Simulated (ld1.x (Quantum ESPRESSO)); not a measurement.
## Transferability test, TM potential for iron

ld1.x (Quantum ESPRESSO) 7.5 input, shortened:

```
&input
   title='Fe', zed=26., rel=1, dft='PBESOL', iswitch=3,
   config='[Ar] 3d6 4s1 4p0 4f-2'
 /
 &inputp
   pseudotype=2, tm=.true., lloc=0,
   nlcc=.false.
 /
4
3P  2  1   6.00   0.00  1.30  1.30  0.0
3D  3  2   6.00   0.00  1.40  1.40  0.0
4F  4  3  -2.00   0.05  1.40  1.40  0.0
4S  1  0   1.00   0.00  1.80  1.80  0.0
 &test
   configts(1)='3p6 3d6 4s1 4p0'
 /
```

Energies are relative to the spin-unpolarised reference configuration 3p6 3d6 4s1 4p0; without spin polarisation the order of configurations can differ from experiment.

(1) Give the all-electron excitation energy and the error of the potential for: 3p6 3d6 4s2 4p0; 3p6 3d6 4s0 4p0; 3p6 3d5 4s0 4p0; 3p6 3d5 4s2 4p1; 3p6 3d6 4s1 4p1; 3p6 3d4 4s0 4p0; 3p6 3d7 4s0 4p0.

Levels in the configuration 3p6 3d6 4s1 4p1:

| level | all-electron (eV) | pseudo (eV) |
| --- | --- | --- |
| 3p | -61.662 | -62.434 |
| 3d | -9.203 | -9.942 |
| 4s | -6.371 | -6.840 |
| 4p | -2.119 | -1.858 |

## Answers

(1)

```
valence configuration  charge  ΔE all-electron (eV)  error AE − PS (meV)
      3p6 3d6 4s2 4p0       0                -8.745                 -1.7
      3p6 3d6 4s0 4p0      +2                16.116                 -8.1
      3p6 3d5 4s0 4p0      +3                50.303                 -241
      3p6 3d5 4s2 4p1       0                 0.031                -1170
      3p6 3d6 4s1 4p1       0                -4.610                 -605
      3p6 3d4 4s0 4p0      +4               103.353                -1021
      3p6 3d7 4s0 4p0      +1                -2.152                 -212
```

These tests converged, but a pseudo level misses the all-electron one widely, so the file describes the atom poorly there or has found another state: 3p6 3d5 4s0 4p0: empty 4p by 2.8 eV (a node warning on the way); 3p6 3d4 4s0 4p0: empty 4p by 4.5 eV (a node warning on the way). ld1.x printed “convergence not achieved” for 3 of the counted tests; their residual had stalled under 1e-8, short of the target of 1e-14.
